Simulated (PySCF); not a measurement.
Ge: excitation energy

Ge [Ar] 3d10 4s2 4p2 (3P) → Ge [Ar] 3d10 4s1 4p2 5s1 (5P), as a difference of total energies. Computed with PySCF 2.14 in aug-cc-pVDZ-DK, with the spin-free X2C one-electron Hamiltonian (Gaussian nucleus). Correlated levels: valence: [Ar] 3d10 frozen. The calculations carry no spin-orbit coupling.

| method | excitation energy (cm⁻¹) |
| --- | --- |
| UHF | 75734 |
| LDA | 93721 |
| PBE | 91499 |
| PBE0 | 89424 |
| r2SCAN | 89258 |
| BHandHLYP | 91296 |
| r2SCANh | 88752 |
| TPSSh | 89963 |
| MP2 (valence) | 82062 |
| SCS-MP2 (valence) | 84236 |

The upper state lies above the first ionisation limit, but in LS coupling its spin forbids autoionisation to the ground ion. A Rydberg-like electron needs more diffuse functions than a valence basis has.

The promoted electron is Rydberg-like, and one or two diffuse shells describe it only roughly, which tends to raise the upper state.
